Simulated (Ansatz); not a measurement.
One change: `B[SiH]1CO1` becomes `[SnH3][SiH]1CO1`.

Ansatz, PBE0-D4/def2-TZVP geometries, multiplicity 1. 

Elements past krypton have def2 core potentials.

```json
{"property": "size of the dipole moment (ωB97M-V/def2-TZVPP) / D", "`B[SiH]1CO1`": "1.77"}
{"property": "LUMO energy (PBE0/def2-TZVPP) / eV", "`B[SiH]1CO1`": "-2.84"}
{"property": "size of the dipole moment (B3LYP/def2-TZVPP) / D", "`B[SiH]1CO1`": "1.61"}
{"property": "HOMO energy (ωB97M-V/def2-TZVPP) / eV", "`B[SiH]1CO1`": "-9.55"}
{"property": "LUMO energy (ωB97M-V/def2-TZVPP) / eV", "`B[SiH]1CO1`": "-0.93"}
{"property": "HOMO energy (B3LYP/def2-TZVPP) / eV", "`B[SiH]1CO1`": "-7.23"}
```

**Question.** Give the same properties after the change, and the shifts. (Estimate.)

**Answer.** Ansatz gave: 
```tsv
property	`[SnH3][SiH]1CO1`	shift
size of the dipole moment (ωB97M-V/def2-TZVPP) / D	1.80	0.03
LUMO energy (PBE0/def2-TZVPP) / eV	-1.01	1.83
size of the dipole moment (B3LYP/def2-TZVPP) / D	1.74	0.13
HOMO energy (ωB97M-V/def2-TZVPP) / eV	-9.64	-0.09
LUMO energy (ωB97M-V/def2-TZVPP) / eV	0.72	1.65
HOMO energy (B3LYP/def2-TZVPP) / eV	-7.28	-0.05
```

With PBE0 the HOMO falls by 0.06 eV and the LUMO rises by 1.83 eV, so the gap widens by about 1.89 eV. PBE moves the HOMO by 0.07 eV and ωB97M-V by -0.09 eV. The zero-point energy changes by 1.4 kJ/mol with +3 modes. Dipoles are sizes alone; their direction can turn.

B3LYP here is the variant with VWN-RPA as its local correlation; programs differ in this.
